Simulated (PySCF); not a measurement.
AlCl, SMILES [Al][Cl] (connectivity only; charge and spin as stated), neutral, multiplicity 1. Heavy atoms are numbered as in [Al:1][Cl:2].

Coordinates come from a PBE0-D3(BJ)/def2-TZVPD optimisation.

Computed with PBE/def2-TZVPD run with PySCF.

Mulliken values depend strongly on the basis, most of all with diffuse functions as here. Atomic charges (e), one atom of each kind:

| atom | Mulliken | meta-Löwdin |
|---|---|---|
| Al1 | 0.20 | 0.32 |
| Cl2 | -0.20 | -0.32 |
